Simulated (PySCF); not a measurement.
C₅H₅GeN.
Structure used (PBE0-D3(BJ)/def2-SVP), in Å, numbered top down from 1:
```xyz
12
C5H5GeN angstrom
N      3.4460   -0.0952    0.2659
C      2.2918   -0.1297    0.1588
C      0.8648   -0.1562    0.0296
C      0.1715   -1.2952   -0.2096
Ge    -1.7141   -0.8122   -0.2968
C     -1.2385    1.0425    0.0358
C      0.0980    1.1128    0.1626
H      0.6628   -2.2630   -0.3187
H     -2.3466   -1.0756   -1.6721
H     -2.5604   -1.4653    0.8067
H     -1.8812    1.9205    0.1175
H      0.6455    2.0408    0.3556
```

Linear response at PBE0/def2-SVPD (PySCF, frozen core in the response, non-relativistic). The PBE0/def2-SVPD calculation is non-relativistic and has no spin–orbit coupling, an omission that weighs most on germanium.

Static isotropic polarisability: 90.62 au (13.43 Å³), principal values 60.8, 83.1, 128.0 au.

Problem. What is the polarisability at 1064 nm and at the sodium D line?

Solution. 91.77 au at 1064 nm (+1.3 %), 94.64 au at 589.3 nm (+4.4 %). The rise at 589.3 nm is 3.47 times that at 1064 nm; a pure ω² law gives 3.26. The lowest singlet lies at 288 nm, shorter than both wavelengths.

Problem. What is the isotropic C6 coefficient between two such molecules, C6 = (3/π)∫α(iω)² dω?

Solution. 2878 au (Eh·bohr⁶) by a ten-point quadrature over imaginary frequencies, which is 1720 eV·Å⁶ or 166 J·nm⁶/mol.

Problem. Which effective excitation energy ω̄ makes London's formula C6 = (3/4)α²ω̄ exact here?

Solution. ω̄ = 4·C6/(3α²) = 0.467 Eh = 12.7 eV. A one-pole form α(ω) = α/(1 − ω²/ω̄²) fitted to the 1064 nm value gives 10.4 eV.

Problem. How anisotropic is the static polarisability, by Δα² = ½[(α1 − α2)² + (α2 − α3)² + (α3 − α1)²]?

Solution. Δα = 59.2 au, or 0.65 of the isotropic value.

Problem. What molar refraction at the D line follows from R = (4π/3)·N_A·α′, with α′ the polarisability volume?

Solution. α′ = 14.02 Å³ gives R = 35.38 cm³/mol, for isolated, non-vibrating species.

Problem. What does −C6/R⁶ come to at R = 10 Å between centres?

Solution. -170 J/mol. This is the leading, orientation-averaged term; C8 and higher terms are left out.

Problem. How many electrons N does the Slater–Kirkwood formula C6 = (3/4)·√N·α^(3/2) need to give this C6?

Solution. N = (4·C6/3)²/α³ = 19.8; the species has 74 electrons in all.
